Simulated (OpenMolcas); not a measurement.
# S2+: effect of the level shift or regulariser

```json
{
  "Program": "OpenMolcas 26.06",
  "Basis": "ANO-R3 [6s5p4d3f1g]",
  "Scalar Hamiltonian": "X2C, finite nucleus",
  "Active space": "2 electrons in 9 orbitals (RAS2 3p; RAS3 3d 4s, at most 1 electron)",
  "State averaging": "2S+1 = 3 even, 3 roots; 2S+1 = 1 even, 6 roots; 2S+1 = 3 odd, 18 roots; 2S+1 = 1 odd, 18 roots",
  "Spin-orbit coupling": "state interaction with AMFI integrals over the reference wave functions, term energies averaged over their components"
}
```

Methods on the same reference wave functions:
A. RASSCF
B. MS-RASPT2, IPEA 0.25 Eh, imaginary shift 0.1 Eh (closed shells correlated: 2s 2p 3s)
C. MS-RASPT2, IPEA 0.25 Eh, imaginary shift 0.3 Eh (closed shells correlated: 2s 2p 3s)

Energies in eV above 3s² 3p² ³P₀, the measured ground level; measured values from NIST levels in Podobedova, Kelleher and Wiese, J. Phys. Chem. Ref. Data 38, 171 (2009).

```json
{"Level": "3s² 3p² ³P₀", "A": "0.0000", "B": "0.0000", "C": "0.0000", "Measured": "0.0000"}
{"Level": "3s² 3p² ³P₁", "A": "0.0332", "B": "0.0333", "C": "0.0333", "Measured": "0.0370"}
{"Level": "3s² 3p² ³P₂", "A": "0.0948", "B": "0.0946", "C": "0.0946", "Measured": "0.1033"}
{"Level": "3s² 3p² ¹D₂", "A": "1.7683", "B": "1.383", "C": "1.384", "Measured": "1.4038"}
{"Level": "3s² 3p² ¹S₀", "A": "4.2971", "B": "4.025", "C": "4.025", "Measured": "3.3675"}
{"Level": "3s² 3p 3d ³F°₂", "A": "15.1513", "B": "15.105", "C": "15.106", "Measured": "15.1408"}
{"Level": "3s² 3p 3d ³F°₃", "A": "15.1866", "B": "15.138", "C": "15.138", "Measured": "15.1762"}
{"Level": "3s² 3p 3d ³F°₄", "A": "15.2324", "B": "15.184", "C": "15.184", "Measured": "15.2251"}
{"Level": "3s² 3p 3d ¹D°₂", "A": "15.7613", "B": "13.862", "C": "14.068", "Measured": ""}
{"Level": "3s² 3p 3d ³P°₂", "A": "17.4921", "B": "16.083", "C": "16.298", "Measured": ""}
{"Level": "3s² 3p 3d ³P°₁ [55 %]", "A": "17.5193", "B": "16.114", "C": "16.322", "Measured": ""}
{"Level": "3s² 3p 3d ³P°₀", "A": "17.5344", "B": "16.134", "C": "16.363", "Measured": ""}
{"Level": "3s² 3p 3d ³D°₁ [56 %]", "A": "17.9386", "B": "16.301", "C": "16.379", "Measured": ""}
{"Level": "3s² 3p 3d ³D°₂", "A": "17.9525", "B": "16.316", "C": "16.387", "Measured": ""}
{"Level": "3s² 3p 3d ³D°₃", "A": "17.9673", "B": "16.328", "C": "16.384", "Measured": ""}
{"Level": "3s² 3p 4s ³P°₀", "A": "18.1938", "B": "18.097", "C": "18.090", "Measured": "18.1882"}
{"Level": "3s² 3p 4s ³P°₁", "A": "18.2192", "B": "18.124", "C": "18.116", "Measured": "18.1931"}
{"Level": "3s² 3p 4s ³P°₂", "A": "18.2856", "B": "18.195", "C": "18.187", "Measured": "18.2439"}
{"Level": "3s² 3p 4s ¹P°₁", "A": "18.6509", "B": "18.485", "C": "18.487", "Measured": "18.3991"}
{"Level": "3s² 3p 3d ¹P°₁", "A": "20.9128", "B": "18.956", "C": "19.245", "Measured": ""}
{"Level": "3s² 3p 3d ¹F°₃", "A": "21.4212", "B": "20.145", "C": "20.147", "Measured": "19.5412"}
```

Deviations, from unrounded energies. A percentage is the sum of absolute deviations over the sum of measured energies, with the sign that they share, or ± where signs differ.

| Against measurement | Levels | A | B | C |
| --- | --- | --- | --- | --- |
| mean absolute deviation (cm-1) | 12 | 2400 | 1100 | 1200 |
| fine structure of the ground term (%) | 2 | -8.8 | -8.9 | -8.9 |
| other terms of the ground configuration (%) | 2 | +27.1 | ±14.2 | ±14.2 |
| other configurations (%) | 8 | +1.6 | ±0.7 | ±0.8 |

B, C lie about equally close to measurement and A furthest from it. The largest miss of B in the table is 3s² 3p² ¹S₀, by +5300 cm-1. The ranking rests on the paired levels alone, and a cruder setting can come out closer through cancelling errors.

Between B and C the level of the table that moves most is 3s² 3p 3d ¹P°₁, by 2300 cm-1 (lowest in B, highest in C). Moves below CASPT2's spread within the term are not significant.

The mean deviations of B to C differ by less than CASPT2's widest spread within a term (260 cm-1), so their order carries little weight.

From A to B the spin-free energies of the other terms of 3s² 3p² shown, above ³P, scale by factors of 0.77 to 0.94.

The lowest spin-free term lies below A's lowest term by 0.351 hartree in B, 0.351 hartree in C.

CASPT2 breaks the degeneracy within a term, and the mean is taken; among the terms shown or strongly mixed into the levels shown the widest spread is 260 cm-1 (3s² 3p 3d ³F°, B). Over all roots computed the reference weight is 0.85 to 0.96 in B, 0.91 to 0.96 in C; the roots of lowest weight are the least certain, and an intruder state may touch them. ANO sets are built for valence states and can reach diffuse excited orbitals poorly, and with the s shell closed the s pⁿ⁺¹ terms that mix with these levels are absent. With the s shell closed, the reference lacks s² → p² mixing. Some terms miss by over 15 % even with CASPT2, which points to a basis or an active space too small for the shells correlated (holds for B; C). Measured partners are found by configuration, term and J. A level has none where our copy of the source lacks it or the pairing is in doubt (some pairs that miss far off the trend of their configuration count as doubtful), and it then counts in no deviation. Only configurations of the active space appear.

A share in square brackets marks a mixed level and gives the weight of the term that names it, the lowest over the columns. ° marks odd parity.
